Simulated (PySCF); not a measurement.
Compound: C5H7F3N (doublet state).
Z-matrix (Å and degrees, GFN2-xTB geometry), rows numbered from 1:
```
C 
C   1  1.5210
N   2  1.4003  1  111.49
C   3  1.4190  2  116.57  1   178.08
C   4  1.5076  3  106.96  2    97.85
F   5  1.3465  4  114.85  3   -74.25
C   5  1.3276  4  125.89  3   100.14
F   7  1.3255  5  123.21  4     6.61
F   7  1.3248  5  125.95  4  -176.65
H   1  1.0863  2  109.91  3    59.31
H   1  1.0865  2  110.00  3   -59.80
H   1  1.0870  2  110.30  3   179.74
H   2  1.1079  1  110.71  3   124.07
H   2  1.1077  1  109.51  3  -121.46
H   4  1.0939  3  108.56  2  -145.55
H   4  1.1031  3  114.14  2   -21.98
```

The hyperfine couplings belong to this conformer and change with its torsions.

Identity: `CC[N]CC(F)=C(F)F` [radical].

Computed, not measured: UKS B3LYP, pcH-1 on C F H N, non-relativistic, mean-field spin-orbit, GIAO in PySCF. The structure is a single GFN2-xTB conformer in the gas phase; no vibrational or solvent corrections. Couplings are sensitive to structure, and on GFN2-xTB geometries they can be far from those on DFT ones. The SCF solution wasn't tested for stability.

Question: Where do the isotropic ENDOR lines of N3, F9, F8, F6, H13/H14, H15/H16 and H10/H11/H12 fall at 341.3 mT, to first order?

Answer: For S = 1/2 in fast tumbling each set of equivalent nuclei gives two lines, ν± = |νn ± a/2| to first order, with νn = g_N μN B/h and μN/h = 7.62259 MHz/T.

| nuclei | isotope | g_N | νn (MHz) | a_iso (MHz) | lower line (MHz) | upper line (MHz) |
| --- | --- | --- | --- | --- | --- | --- |
| N3 | 14N | 0.4038 | 1.05 | 33.59 | 15.74 | 17.84 |
| F9 | 19F | 5.2577 | 13.68 | 13.64 | 6.86 | 20.50 |
| F8 | 19F | 5.2577 | 13.68 | 6.02 | 10.67 | 16.69 |
| F6 | 19F | 5.2577 | 13.68 | 2.36 | 12.50 | 14.86 |
| H13/H14 | 1H | 5.5857 | 14.53 | 149.16 | 60.05 | 89.11 |
| H15/H16 | 1H | 5.5857 | 14.53 | 33.30 | 2.12 | 31.18 |
| H10/H11/H12 | 1H | 5.5857 | 14.53 | -1.61 | 13.73 | 15.34 |

Question: Which pairs are centred on the nuclear Larmor frequency, and which on half the coupling?

Answer: Centred on νn, since |a| < 2νn: F9, F8, F6 and H10/H11/H12. Centred on |a|/2 and split by 2νn: N3, H13/H14 and H15/H16.

Question: At what field would the lower line of F9 fall to zero frequency?

Answer: Where νn = |a|/2, that is B = 6.82 MHz/(5.2577 × 7.62259 MHz/T) = 170 mT, as far as first order holds there.

Nuclei that the bonding pattern makes equivalent are averaged, as if the motion that swaps them (rotation, inversion, ring flip) were fast. The 1H value of +33.3 MHz is a mean of couplings from 10.9 to 55.7 MHz in this one geometry, not an average over conformers. The 1H value of +149.2 MHz is a mean of couplings from 127.9 to 170.4 MHz in this one geometry, not an average over conformers.
